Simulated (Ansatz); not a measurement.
`CBCC[SiH3]` at its PBE0-D4/def2-TZVP geometry, where that method's forces vanish. The species carries charge 0 and has multiplicity 1.

```csv
atom,x (Å),y (Å),z (Å)
C1,-2.4388,-0.7766,0.1593
B2,-1.4165,0.2725,0.6898
C3,-0.2135,0.7851,-0.1589
C4,0.9145,-0.1914,0.2711
Si5,2.5358,0.1931,-0.5918
H6,-2.7250,-1.5272,0.9006
H7,-2.1522,-1.2695,-0.7730
H8,-3.3620,-0.2128,-0.0487
H9,-1.5167,0.6615,1.8249
H10,0.0913,1.8095,0.0713
H11,-0.3677,0.7064,-1.2395
H12,1.0781,-0.1446,1.3540
H13,0.6399,-1.2285,0.0459
H14,2.9622,1.5809,-0.2651
H15,2.3589,0.0895,-2.0658
H16,3.6117,-0.7480,-0.1740
```

Question: For each bond, give half the difference of the two atoms' forces along it (eV/Å; positive pushes the atoms apart) under PBE-D4, r2SCAN-D4, B3LYP-D4, ωB97M-V in def2-TZVPP. (An estimate is asked.)

Answer: Computed: 
```
   bond  length (Å)  PBE-D4  r2SCAN-D4  B3LYP-D4  ωB97M-V
  C1–B2       1.558   -0.08      -0.01      0.08     0.10
  C1–H6       1.093    0.13      -0.01     -0.04    -0.07
  C1–H7       1.093    0.12      -0.01     -0.03    -0.06
  C1–H8       1.102    0.15       0.01     -0.04    -0.06
  B2–C3       1.559   -0.04       0.01      0.01     0.06
  C3–C4       1.553    0.06       0.18      0.23     0.20
 C3–H10       1.093    0.11      -0.04     -0.07    -0.08
 C3–H11       1.094    0.11      -0.03     -0.06    -0.08
 C4–Si5       1.876    0.04       0.01      0.07     0.01
 C4–H12       1.096    0.10      -0.03     -0.09    -0.07
 C4–H13       1.096    0.10      -0.03     -0.09    -0.07
Si5–H14       1.488    0.07      -0.03     -0.07    -0.10
Si5–H15       1.488    0.07      -0.03     -0.07    -0.10
Si5–H16       1.489    0.06      -0.03     -0.09    -0.11
```

B3LYP here is the variant with VWN-RPA as its local correlation; programs differ in this.
